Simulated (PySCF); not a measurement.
Compound: Si(SMe)4, C₄H₁₂S₄Si.
Numbering: `[CH3:1][S:2][Si:3]([S:4][CH3:5])([S:6][CH3:7])[S:8][CH3:9]` (hydrogens: H10, H11, H12 on C1; H13, H14, H15 on C5; H16, H17, H18 on C7; H19, H20, H21 on C9)

The same species was optimised twice, with GFN2-xTB and with PBE0-D3(BJ)/def2-SVP (PySCF), and the same property calculations (PySCF, gas phase) were run on both structures.

```csv
coordinate,GFN2-xTB,PBE0-D3(BJ)/def2-SVP,change
Si3–S8 (Å),2.155,2.132,-0.023
Si3–S4 (Å),2.155,2.132,-0.023
Si3–S6 (Å),2.155,2.133,-0.022
S2–Si3 (Å),2.155,2.134,-0.021
S4–C5 (Å),1.818,1.825,+0.007
S6–C7 (Å),1.818,1.825,+0.007
S8–C9 (Å),1.818,1.825,+0.007
C1–S2 (Å),1.818,1.825,+0.007
S4–Si3–S6 (°),111.5,112.1,+0.6
S4–Si3–S8 (°),108.5,108.0,-0.5
S2–Si3–S8 (°),111.6,112.2,+0.6
Si3–S4–C5 (°),99.2,99.6,+0.4
Si3–S6–C7 (°),99.4,99.7,+0.3
Si3–S8–C9 (°),99.3,99.7,+0.4
C1–S2–Si3 (°),99.3,99.6,+0.3
S6–Si3–S8 (°),108.4,108.2,-0.2
C1–S2–Si3–S4 (°),-174,180,-6
S2–Si3–S4–C5 (°),54,58,+4
S2–Si3–S6–C7 (°),173,179,+6
S2–Si3–S8–C9 (°),66,61,-5
```

Rotational constants: A = 678.1, B = 625.8, C = 624.9 MHz (GFN2-xTB) against A = 710.6, B = 622.0, C = 621.2 MHz (PBE0-D3(BJ)/def2-SVP). Atoms that the bonding makes alike are paired by their places after alignment.

On the GFN2-xTB structure: HOMO (eV) -6.97 [PBE0/pcSseg-1]; LUMO (eV) 0.12 [PBE0/pcSseg-1]; GIAO shielding of C1/C5/C7/C9 (mean) (ppm) 172.6 [PBE0/pcSseg-1]; GIAO shielding of S2/S4/S6/S8 (mean) (ppm) 648.6 [PBE0/pcSseg-1]; GIAO shielding of Si3 (ppm) 282.8 [PBE0/pcSseg-1].

Question: What do these properties become on the PBE0-D3(BJ)/def2-SVP structure?

Answer: 
```
                                    property          level  on GFN2-xTB  on PBE0-D3(BJ)/def2-SVP  change
                                   HOMO (eV)  PBE0/pcSseg-1        -6.97                    -7.05   -0.08
                                   LUMO (eV)  PBE0/pcSseg-1         0.12                     0.00   -0.12
energy, GFN2-xTB geometry as zero (kcal/mol)  PBE0/pcSseg-1          0.0                     -1.5    -1.5
  GIAO shielding of C1/C5/C7/C9 (mean) (ppm)  PBE0/pcSseg-1        172.6                    169.8    -2.8
  GIAO shielding of S2/S4/S6/S8 (mean) (ppm)  PBE0/pcSseg-1        648.6                    658.4    +9.8
                 GIAO shielding of Si3 (ppm)  PBE0/pcSseg-1        282.8                    290.2    +7.4
```

The heavy atoms differ by 0.103 Å rms after alignment. Among bonds between heavy atoms Si3–S4, Si3–S6 and Si3–S8 change most and about equally (-0.023 to -0.022 Å). Changes are differences of the printed values. Neither structure is proved a minimum here.

Conformer computed: `[CH3:1][S:2][Si:3]([S:4][CH3:5])([S:6][CH3:7])[S:8][CH3:9]`: C1–S2–Si3–S4 180°, S2–Si3–S4–C5 58°, S2–Si3–S6–C7 179°, S2–Si3–S8–C9 61°.
